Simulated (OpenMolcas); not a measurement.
**What dynamic correlation does to the levels of Xe²⁺**

| Property | Result |
| --- | --- |
| Program | OpenMolcas |
| Basis | ANO-R2 [7s6p4d2f1g] |
| Scalar Hamiltonian | X2C, finite nucleus |
| Active space | 6 electrons in 9 orbitals (RAS2 5s 5p; RAS3 5d, at most 2 electrons) |
| State averaging | 2S+1 = 3 even, 3 roots; 2S+1 = 1 even, 7 roots; 2S+1 = 3 odd, 3 roots; 2S+1 = 1 odd, 3 roots |
| Spin-orbit coupling | state interaction with AMFI integrals over the reference wave functions, term energies averaged over their components |

Methods on the same reference wave functions:
A. RASSCF
B. SS-RASPT2, IPEA 0.25 Eh, imaginary shift 0.1 Eh (closed shells correlated: 4d)
C. MS-RASPT2, IPEA 0.25 Eh, imaginary shift 0.1 Eh (closed shells correlated: 4d)

Energies in eV above 5s2 5p4 3P2, the measured ground level; measured values from Saloman, J. Phys. Chem. Ref. Data 33, 765 (2004).

| Level | A | B | C | Measured |
| --- | --- | --- | --- | --- |
| 5s2 5p4 3P2 | 0.0000 | 0.0000 | 0.0000 | 0.0000 |
| 5s2 5p4 3P0 | 0.9652 | 0.973 | 0.966 | 1.0080 |
| 5s2 5p4 3P1 | 1.0332 | 1.054 | 1.054 | 1.2143 |
| 5s2 5p4 1D2 | 2.2323 | 2.038 | 2.038 | 2.1200 |
| 5s2 5p4 1S0 | 4.3654 | 4.313 | 4.298 | 4.4762 |
| 5s 5p5 3P* 2 | 11.9951 | 12.343 | 12.343 | 12.1830 |
| 5s 5p5 3P* 1 | 12.7017 | 13.022 | 13.022 | 12.8408 |

Deviations, from unrounded energies. A percentage is the sum of absolute deviations over the sum of measured energies, with the sign that they share, or ± where signs differ.

```tsv
Against measurement	Levels	A	B	C
mean absolute deviation (cm-1)	6	1000	1000	1100
fine structure of the ground term (%)	2	-10.1	-8.8	-9.1
other terms of the ground configuration (%)	2	±3.4	-3.7	-3.9
other configurations (%)	2	-1.3	+1.4	+1.4
```

A, B, C lie about equally close to measurement. The largest miss of A in the table is 5s 5p5 3P* 2, by -1500 cm-1. The ranking rests on the paired levels alone, and a cruder setting can come out closer through cancelling errors.

Between B and C the level of the table that moves most is 5s2 5p4 1S0, by 130 cm-1 (lowest in C, highest in B). Moves below CASPT2's spread within the term are not significant.

The mean deviations of B to C differ by less than CASPT2's widest spread within a term (220 cm-1), so their order carries little weight.

From A to B the spin-free energies of the other terms of 5s2 5p4 shown, above 3P, scale by factors of 0.84 to 0.97.

The lowest spin-free term lies below A's lowest term by 0.511 hartree in B, 0.511 hartree in C.

Term energies are means over components that CASPT2 splits; among the terms shown or strongly mixed into the levels shown the widest spread is 220 cm-1 (5s2 5p4 1D, C). The run also gave levels led by 5s 5p4 5d, which use shells meant for correlation; these and all levels above them are left out. Some terms mix strongly with configurations of 5d, whose occupation reaches 0.25 (5s 5p5 3P*). Measured partners are found by configuration, term and J. A level has none where our copy of the source lacks it or the pairing is in doubt (some pairs that miss far off the trend of their configuration count as doubtful), and it then counts in no deviation. Only configurations of the active space appear. The table leaves out levels that lie high or whose names do not pair safely across all columns.

* marks odd parity.
